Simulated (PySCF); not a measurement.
Stepwise substitution at one centre (Ga NH2-H). Gas-phase values, no solvent. One relaxed conformer stands for each flexible species; it need not be the lowest. Strings in code marks are SMILES.

Level of theory: PBE-D3(BJ)/def2-TZVP // PBE0-D3(BJ)/def2-TZVP (PySCF). Excitations are Tamm–Dancoff values on a coarser integration grid. The basis has no diffuse functions, so Rydberg states are missing or too high.

| species | S1 oscillator strength | HOMO–LUMO gap (eV) | T1 excitation (TDA) (eV) | LUMO (eV) |
|---|---|---|---|---|
| 0 of 3 NH2 replaced by H (`[NH2][Ga]([NH2])[NH2]`) | 0.006 | 4.64 | 4.48 | -0.67 |
| 1 of 3 NH2 replaced by H | 0.000 | 4.87 | 4.57 | -0.44 |
| 2 of 3 NH2 replaced by H (`[NH2][GaH2]`) | 0.121 | 4.60 | 4.15 | -1.49 |
| 3 of 3 NH2 replaced by H (`[GaH3]`) | – | 4.70 | – | -2.65 |
